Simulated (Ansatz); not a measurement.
BBrCl2 (`ClB(Cl)Br`) at its PBE0-D4/def2-TZVP geometry, where that method's forces vanish. The species carries charge 0 and has multiplicity 1.

```csv
atom,x (Å),y (Å),z (Å)
Cl1,-0.828,0.290,-1.522
B2,-0.038,-0.018,-0.008
Cl3,-0.785,-1.049,1.170
Br4,1.650,0.776,0.360
```

(1) For each bond, give half the difference of the two atoms' forces along it (eV/Å; positive pushes the atoms apart) under PBE-D4, r2SCAN-D4, B3LYP-D4, ωB97M-V in def2-TZVPP. (Estimate.)

## Answers

(1) Computed: 
| bond | length (Å) | PBE-D4 | r2SCAN-D4 | B3LYP-D4 | ωB97M-V |
| --- | --- | --- | --- | --- | --- |
| Cl1–B2 | 1.735 | 0.16 | 0.07 | 0.11 | 0.06 |
| B2–Cl3 | 1.735 | 0.16 | 0.07 | 0.11 | 0.06 |
| B2–Br4 | 1.901 | 0.13 | 0.06 | 0.14 | 0.00 |

B3LYP here is the variant with VWN-RPA as its local correlation; programs differ in this.
